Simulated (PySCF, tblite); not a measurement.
Isomers of [C7H10OP]- (charge -1). Computed values, GFN2-xTB/tblite, gas phase, harmonic and unscaled. Against measured fundamentals such values can be off by several per cent, at times by over 20. One conformer each.

Electronic energies: PBE0/pcSseg-1 single points on the GFN2-xTB geometries (PySCF, gas phase).

```json
{"SMILES": "CCc1cc[p-]c1OC", "electronic energy, lowest = 0 (kcal/mol)": "1.5"}
{"SMILES": "COc1cc(C)[p-]c1C", "electronic energy, lowest = 0 (kcal/mol)": "1.4"}
{"SMILES": "COc1c(C)c[p-]c1C", "electronic energy, lowest = 0 (kcal/mol)": "0.5"}
{"SMILES": "CCc1c[p-]cc1OC", "electronic energy, lowest = 0 (kcal/mol)": "0.0"}
```

Q: How do GFN2-xTB zero-point energies change the relative energies?

A: 
```csv
SMILES,ZPE (kcal/mol),of it from modes above 1550 cm⁻¹,electronic (kcal/mol),"with ZPE, lowest = 0 (kcal/mol)",lowest mode (cm⁻¹),rings
CCc1c[p-]cc1OC,94.3,42.3,0.0,0.4,42,1
COc1c(C)c[p-]c1C,93.4,42.1,0.5,0.0,64,1
COc1cc(C)[p-]c1C,93.5,42.0,1.4,1.0,34,1
CCc1cc[p-]c1OC,94.3,42.3,1.5,1.9,19,1
```

The zero-point energies span 0.9 kcal/mol, from `COc1c(C)c[p-]c1C` to `CCc1c[p-]cc1OC`. With it `COc1c(C)c[p-]c1C` becomes the lowest.

Q: And how do the electronic energies of GFN2-xTB itself compare?

A: `CCc1c[p-]cc1OC` 0.9; `COc1c(C)c[p-]c1C` 1.2; `COc1cc(C)[p-]c1C` 2.6; `CCc1cc[p-]c1OC` 0.0 kcal/mol, lowest = 0. Against the energies above, taken from the same isomer `CCc1c[p-]cc1OC`, the largest difference is 2.4 kcal/mol.

Q: What do entropy and thermal enthalpy add at 298.15 K and 1 bar (rigid rotor, harmonic oscillator, one conformer each)?

A: 
| SMILES | point group | symmetry number | S (cal/(mol K)) | H − H(0) (kcal/mol) | ZPE + H − H(0) − TS (kcal/mol) |
| --- | --- | --- | --- | --- | --- |
| CCc1c[p-]cc1OC | C1 | 1 | 99.0 | 6.87 | 71.7 |
| COc1c(C)c[p-]c1C | C1 | 1 | 101.6 | 7.33 | 70.5 |
| COc1cc(C)[p-]c1C | Cs | 1 | 102.4 | 7.32 | 70.3 |

Not tabulated: `CCc1cc[p-]c1OC` (lowest mode only 19 cm⁻¹).
